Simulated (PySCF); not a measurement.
**Kr²⁺: excitation energy**

Kr²⁺ [Ar] 3d10 4s2 4p4 (3P) → Kr²⁺ [Ar] 3d10 4s2 4p3 5s1 (5S), as a difference of total energies. Computed with PySCF 2.14 in x2c-TZVPPall with one added diffuse shell each of s, p, d type (7s6p5d1f, 57 functions), with the spin-free X2C one-electron Hamiltonian (Gaussian nucleus). Correlated levels: valence and next inner shell: [Ne] frozen. The calculations carry no spin-orbit coupling.

| method | excitation energy (cm⁻¹) |
| --- | --- |
| UHF | 138600 |
| MP2 (valence and next inner shell) | 140620 |
| SCS-MP2 (valence and next inner shell) | 142380 |
| CCSD (valence and next inner shell) | 141490 |
| CCSD(T) (valence and next inner shell) | 141410 |

A first-order spin-orbit estimate (lowest level to lowest level, LS coupling) adds 0.238 eV.

The promoted electron is Rydberg-like, and one or two diffuse shells describe it only roughly, which tends to raise the upper state.
